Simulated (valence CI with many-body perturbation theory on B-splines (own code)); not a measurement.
## E1 line list for Ti14+

Method: configuration interaction combined with many-body perturbation theory (CI+MBPT): six valence electrons over a frozen Dirac-Fock core [He], a basis of 9 s, 9 p, 8 d, 6 f, 3 g, 1 h functions for each j, with the one-electron correlation potential Σ1 (screened to all orders), the two-electron term Σ2, the three-electron term Σ3, Breit, model QED; selected single and double excitations, second order for the rest, scaled by the run's own slope (own B-spline code, finite nucleus).

No measured spectrum was set against this ion. As an estimate, levels of excited configurations hold to 0.05 to 0.15 % of their energy, terms of the ground configuration to about 0.5 %. Among the levels kept, up to 2800 cm⁻¹ of a level comes from second order outside the variational space, and about a tenth of that is noise between levels of different J, which matters for small intervals.

Lines 1 to 50 of 195 in falling wavelength, among levels below 603.98 eV, chosen from the strongest by gf and those to the six lowest levels. Wavelengths and rates use the calculated energies, so an error of 2000 cm⁻¹ moves a line at 74.33 nm by 1.5 % and its rate by three times that or more. Electric multipoles are in the length gauge, E1 and E2 with the static RPA response of the core. Weak lines are less certain than strong ones. Lines between different terms over intervals too small for the method are left out, as are lines whose strength nearly cancels. The highest levels of a list are the least certain.

Names give the largest LS component (configuration and term), which can be under half, so a name can repeat, a term be missing and a line seem to break the LS rules; names also repeat where a configuration has a term twice. Letters in brackets count levels of one name in rising energy.

```
λ vac (nm)                 Upper                Lower   A (s⁻¹)  S (a.u.)
     74.33   2s2 2p3 3p 3D_1 [a]     2s2 2p3 3s 1D°_2  1.33e+08  8.09e-02
     70.33   2s2 2p3 3p 3P_1 [b]     2s2 2p3 3s 3P°_2  1.76e+08  9.04e-02
     63.08   2s2 2p3 3p 3D_2 [b]     2s2 2p3 3s 1P°_1  2.44e+08  1.51e-01
     61.50   2s2 2p3 3p 1P_1 [a]     2s2 2p3 3s 1D°_2  7.75e+08  2.67e-01
     61.42   2s2 2p3 3p 3D_1 [a]     2s2 2p3 3s 3D°_2  5.76e+08  1.98e-01
     61.09   2s2 2p3 3p 3D_1 [a]     2s2 2p3 3s 3D°_1  4.63e+08  1.56e-01
     59.93   2s2 2p3 3p 3D_2 [a]     2s2 2p3 3s 3D°_3  2.51e+08  1.33e-01
     57.61   2s2 2p3 3p 3D_2 [b]     2s2 2p3 3s 3P°_2  2.38e+08  1.12e-01
     56.47   2s2 2p3 3p 3D_3 [a]     2s2 2p3 3s 3D°_3  1.42e+09  8.82e-01
     56.32       2s2 2p3 3p 3S_1     2s2 2p3 3s 3P°_2  3.78e+08  9.98e-02
     56.22   2s2 2p3 3p 3D_2 [a]     2s2 2p3 3s 3D°_2  1.31e+09  5.75e-01
     56.05       2s2 2p3 3p 1F_3     2s2 2p3 3s 1D°_2  1.89e+09  1.15e+00
     55.94   2s2 2p3 3p 3D_2 [a]     2s2 2p3 3s 3D°_1  1.25e+08  5.39e-02
     54.97   2s2 2p3 3p 1P_1 [b]     2s2 2p3 3s 1P°_1  1.13e+09  2.79e-01
     54.32   2s2 2p3 3p 3D_1 [b]     2s2 2p3 3s 3P°_1  1.08e+09  2.56e-01
     54.18   2s2 2p3 3p 3P_1 [a]     2s2 2p3 3s 3S°_1  1.82e+09  4.28e-01
     53.99       2s2 2p3 3p 5P_1     2s2 2p3 3s 5S°_2  2.02e+09  4.70e-01
     53.28       2s2 2p3 3p 5P_2     2s2 2p3 3s 5S°_2  2.04e+09  7.60e-01
     53.17   2s2 2p3 3p 3D_3 [a]     2s2 2p3 3s 3D°_2  4.38e+08  2.27e-01
     53.14   2s2 2p3 3p 3D_3 [b]     2s2 2p3 3s 3D°_3  3.51e+08  1.82e-01
     53.07   2s2 2p3 3p 3D_1 [b]     2s2 2p3 3s 3P°_0  8.63e+08  1.91e-01
     52.46   2s2 2p3 3p 3P_2 [a]     2s2 2p3 3s 3S°_1  1.86e+09  6.61e-01
     52.28       2s2 2p3 3p 3F_2     2s2 2p3 3s 3D°_1  2.20e+09  7.75e-01
     52.14   2s2 2p3 3p 1P_1 [a]     2s2 2p3 3s 3D°_1  6.87e+08  1.44e-01
     52.14   2s2 2p3 3p 3D_2 [b]     2s2 2p3 3s 3P°_1  3.58e+08  1.25e-01
     52.10   2s2 2p3 3p 3D_3 [c]     2s2 2p3 3s 3P°_2  2.32e+09  1.13e+00
     51.68   2s2 2p3 3p 3P_0 [a]     2s2 2p3 3s 3S°_1  2.08e+09  1.42e-01
     51.19       2s2 2p3 3p 5P_3     2s2 2p3 3s 5S°_2  2.41e+09  1.12e+00
     51.07       2s2 2p3 3p 3S_1     2s2 2p3 3s 3P°_1  6.76e+08  1.33e-01
     50.80       2s2 2p3 3p 3F_4     2s2 2p3 3s 3D°_3  2.63e+09  1.53e+00
     50.78   2s2 2p3 3p 1P_1 [b]     2s2 2p3 3s 3P°_2  3.16e+08  6.13e-02
     50.36   2s2 2p3 3p 3D_2 [c]     2s2 2p3 3s 3P°_1  2.00e+09  6.32e-01
     50.20   2s2 2p3 3p 3D_3 [b]     2s2 2p3 3s 3D°_2  2.16e+09  9.46e-01
     49.96       2s2 2p3 3p 3S_1     2s2 2p3 3s 3P°_0  9.91e+08  1.83e-01
     49.70   2s2 2p3 3p 3P_1 [c]     2s2 2p3 3s 1P°_1  8.40e+08  1.53e-01
     49.30   2s2 2p3 3p 3P_2 [c]     2s2 2p3 3s 1P°_1  1.09e+09  3.21e-01
     46.96  2s2 2p3 3d 3F°_4 [a]      2s2 2p3 3p 3F_4  6.96e+08  3.20e-01
     46.77      2s2 2p3 3d 3F°_3  2s2 2p3 3p 3D_3 [b]  1.46e+08  5.17e-02
     46.70  2s2 2p3 3d 3F°_4 [a]      2s2 2p3 3p 1F_3  2.94e+08  1.33e-01
     46.52      2s2 2p3 3d 3F°_2  2s2 2p3 3p 1P_1 [a]  4.81e+08  1.20e-01
     46.25   2s2 2p3 3p 3P_1 [c]     2s2 2p3 3s 3P°_2  1.50e+09  2.20e-01
     45.90   2s2 2p3 3p 3P_2 [c]     2s2 2p3 3s 3P°_2  2.18e+09  5.21e-01
     45.55   2s2 2p3 3p 1P_1 [b]     2s2 2p3 3s 3P°_0  4.35e+08  6.09e-02
     45.12  2s2 2p3 3d 3F°_4 [a]  2s2 2p3 3p 3D_3 [b]  1.44e+08  5.89e-02
     44.92      2s2 2p3 3d 3F°_3      2s2 2p3 3p 3F_2  2.01e+08  6.30e-02
     44.87  2s2 2p3 3d 3F°_4 [b]      2s2 2p3 3p 3F_4  2.94e+08  1.18e-01
     44.46      2s2 2p3 3d 3F°_3  2s2 2p3 3p 3D_3 [a]  1.11e+09  3.37e-01
     44.42      2s2 2p3 3d 1S°_0  2s2 2p3 3p 1P_1 [a]  1.55e+09  6.70e-02
     43.87      2s2 2p3 3d 3F°_2  2s2 2p3 3p 3D_2 [a]  1.27e+09  2.64e-01
     43.85      2s2 2p3 3d 5D°_3      2s2 2p3 3p 5P_3  1.18e+09  3.45e-01
```
